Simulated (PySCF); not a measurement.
GaCl₂⁺, singlet: computed properties

These are results of PBE0/[Ga def2-TZVP, Cl def2-TZVP], no relativity, density fitting, PySCF, not measurements.

The structure is a minimum.

* Point group: D∞h
* Bond lengths: Ga–Cl 2.024 Å (×2)
* Bond angles: Cl–Ga–Cl 180.0°
* Highest occupied level: -15.82 eV
* Principal polarisabilities: 29.5, 29.5, 67.5 bohr³
* Heat capacity Cp at 298.15 K: 55.4 J/(mol K)
* Dipole moment about the centre of mass: 0.00 D
* Rotational constants: 0.05884 cm⁻¹
* Enthalpy at 298.15 K above 0 K: 13.55 kJ/mol
* Principal quadrupole moments (Buckingham, traceless) about the centre of mass: -3.51, -3.51, 7.02 D Å
* Zero-point energy: 7.6 kJ/mol
* Lowest empty level: -8.92 eV
* Rotational symmetry number: 2
* Entropy at 298.15 K and 1 bar: 273.1 J/(mol K)

Harmonic modes (masses in u: Ga 68.926, Cl 34.969):
```json
{"symmetry": "πu", "ω (cm⁻¹)": "114", "IR (km/mol, summed over degenerate members)": "18.4", "type": "bend"}
{"symmetry": "σg+", "ω (cm⁻¹)": "426", "IR (km/mol, summed over degenerate members)": "0.0", "type": "stretch"}
{"symmetry": "σu+", "ω (cm⁻¹)": "612", "IR (km/mol, summed over degenerate members)": "65.5", "type": "stretch"}
```

In D∞h the vibrations span πu + σg+ + σu+. The σg+ mode carries no infrared intensity, as symmetry demands. With a centre of inversion only u modes can be infrared active and only g modes Raman active.

Charges (e):
| atom | Mulliken | Löwdin | polar tensor | Mayer order to Ga1 |
| --- | --- | --- | --- | --- |
| Ga1 | 0.80 | 0.01 | 1.39 | – |
| Cl2,3 | 0.10 | 0.50 | -0.19 | 1.51 |

Mulliken populations on Ga1: s 6.92, p 13.01, d 10.18, f 0.09.

Counting electrons, gallium keeps none of its valence electrons outside its bonds, so the VSEPR class is AX2 and the expected shape is linear (D∞h), as computed.

Only a few start shapes were tried, so a lower isomer may exist.

The final relaxation and frequency run took about 40 core-seconds on a shared host.
